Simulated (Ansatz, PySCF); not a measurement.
This triplet is an excited state, 2.62 eV above the relaxed singlet at the level frozen-core CCSD(T)/cc-pVTZ // B3LYP-D3(BJ)/def2-TZVP (Ansatz, a program for electronic structure).

Cartesian coordinates (Å):
SMILES: [NH2][Ge][Cl]
```xyz
5

N     -0.7683     0.0400    -0.2218
Ge     0.8062    -0.1458     0.8058
Cl     2.6482     0.0694    -0.3805
H     -1.3432     0.8327     0.0458
H     -1.3429    -0.7963    -0.2493
```
Charge 0, spin multiplicity 3.

Problem. Give the total energy, dipole moment and highest occupied spin orbital at the level PBE-D3(BJ)/def2-TZVP // B3LYP-D3(BJ)/def2-TZVP run with PySCF.

Solution. 
```
Item                                  Result
-----------------------------  -------------
total energy                   -2592.6077 Ha
dipole moment                         3.29 D
highest occupied spin orbital       -3.82 eV
```
